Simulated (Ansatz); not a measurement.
```xyz
10

N    -0.679   -0.077    1.573
C     0.103   -0.690    0.755
O     0.278   -0.433   -2.358
Al    0.645    0.438   -0.912
H    -0.990   -0.439    2.467
H    -0.992    0.855    1.292
H     0.400   -1.680    1.112
H    -0.567   -0.328   -2.790
H     2.199    0.718   -0.644
H    -0.397    1.635   -0.495
```

Total charge 0; spin multiplicity 1. The bonds changed during the relaxation, so this is another structure than the one it started from.

Task: List the PBE/def2-TZVPP orbital energies in eV (Ansatz 0.2.0). (Best estimate.)

Result: Computed: Occupied: -1504.87, -508.54, -383.43, -271.08, -105.16, -67.17, -67.11, -67.07, -25.15, -22.90, -17.35, -15.31, -12.38, -10.99, -10.41, -8.91, -7.17, -6.70, -5.96, -5.80. Lowest empty: -3.29, -0.80, 0.39, 0.69, 0.97, 2.01, 2.30, 2.75.
